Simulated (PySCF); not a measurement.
Cartesian coordinates in Å; atom numbers follow the order of the lines, from 1:
```xyz
12

Si    0.4287    0.2209    1.6097
Si    1.5693    0.4055   -0.4647
Si   -0.4180   -0.2052   -1.6114
Si   -1.5430   -0.4438    0.4654
H     0.9884   -0.8246    2.5245
H     0.3120    1.5095    2.3623
H     2.6976   -0.5635   -0.6348
H     2.0603    1.7818   -0.7897
H    -0.3225   -1.4640   -2.4165
H    -0.9748    0.8820   -2.4777
H    -1.9625   -1.8469    0.7768
H    -2.7177    0.4642    0.6549
```

Geometry: PBE0-D3(BJ)/def2-SVP; GIAO absolute shieldings from PySCF 2.14, gas phase, non-relativistic, averaged over equivalent atoms.

At PBE0/pcSseg-1 (136 basis functions, 11 s wall time on 1 thread of an Arm Neoverse V1, shared host):
| atoms | σ (ppm) |
| --- | --- |
| Si1/Si2/Si3/Si4 | 436.1 |
| H5/H6/H7/H8/H9/H10/H11/H12 | 27.03 |

What do these become at wB97X-D/pcSseg-2?

Answers


| atoms | σ at wB97X-D/pcSseg-2 | change |
| --- | --- | --- |
| Si1/Si2/Si3/Si4 | 431.3 | -4.8 |
| H5/H6/H7/H8/H9/H10/H11/H12 | 27.16 | +0.13 |

The largest change is at Si1/Si2/Si3/Si4 (silicon bonded to 2 Si, 2 H, in a 4-membered ring). Cost: 284 basis functions, 59 s wall time on 1 thread of an Arm Neoverse V1, shared host.
